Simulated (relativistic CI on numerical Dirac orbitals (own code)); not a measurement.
# What each ingredient does to the levels of Pd²⁸⁺

Base calculation: Dirac-Coulomb-Breit CI, separate exchange-only KLI orbitals for each configuration, model QED, unscaled Slater integrals.

Configuration list (outside the closed core [Ne]): 3s2 3p6, 3s2 3p5 3d, 3s 3p6 3d, 3s2 3p5 4s, 3s2 3p5 4p, 3s2 3p5 4d, 3s 3p6 4s, 3p6 3d 4p, 3s2 3p5 4f, 3s 3p6 4p, 3s 3p6 4d, 3s 3p6 4f, 3s2 3p5 5s, 3s2 3p5 5p, 3s2 3p5 5d, 3s2 3p5 5f, 3s2 3p5 5g, 3s 3p6 5s, 3s 3p6 5p, 3s 3p6 5d, 3s2 3p5 6s, 3s 3p6 5f, 3p6 3d2, 3p5 3d3, 3p5 3d2 4s, 3p5 3d2 4p, 3p5 3d2 4d, 3p6 3d 4s, 3p5 3d 4s2, 3p5 3d 4s 4p, 3p5 3d 4s 4d. Double excitations out of closed p, d and f shells are left out; levels of such configurations are missing from the list, as are those of other unlisted configurations, and high levels can miss mixing partners. These lack a partner that the ground configuration has and come out too high: 3s2 3p5 4f, 3s2 3p5 5s, 3s2 3p5 5p, 3s2 3p5 5d, 3s2 3p5 5f.

The lowest level and the first level of each name with at least 55 % of one term (blank where a level has no safe partner in the second run):

```tsv
Level	Base (eV)	Shift (eV)
3s2 3p6 1S_0	0.000	0.000
3s2 3p5 3d 3P°_0	125.714	+0.084
3s2 3p5 3d 3P°_1	129.276	+0.079
3s2 3p5 3d 3F°_3	134.480	+0.083
3s2 3p5 3d 3F°_4	138.198	+0.061
3s2 3p5 3d 3D°_3	147.793	+0.061
3s2 3p5 3d 3D°_1	157.958	+0.051
3s2 3p5 3d 3F°_2	168.752	+0.018
3s2 3p5 3d 1P°_1	200.010	+0.031
3s 3p6 3d 3D_1	276.375	+0.765
3s 3p6 3d 3D_2	278.395	+0.762
3s 3p6 3d 3D_3	283.941	+0.743
3s 3p6 3d 1D_2	293.729	+0.750
3p6 3d2 3F_2	561.759	+1.529
```

At this charge energies of transitions that change n are usually good to better than 1 %, and those within a shell (Δn = 0) to a few per cent.

Task: One thing was changed in a second run, which moved the levels as shown. Which?
A. QED terms removed
B. Breit term removed
C. configuration mixing switched off

Result: A. QED terms removed. QED shifts follow the density of s (and p1/2) electrons at the nucleus, so configurations move by their count of such electrons; where none moves, the smaller shifts of p3/2 electrons and of j = l + 1/2 against j = l − 1/2 set the pattern.

LS names give the leading component of a level, which can be under half, so a name can repeat, a term be missing and a line seem to break the LS rules.
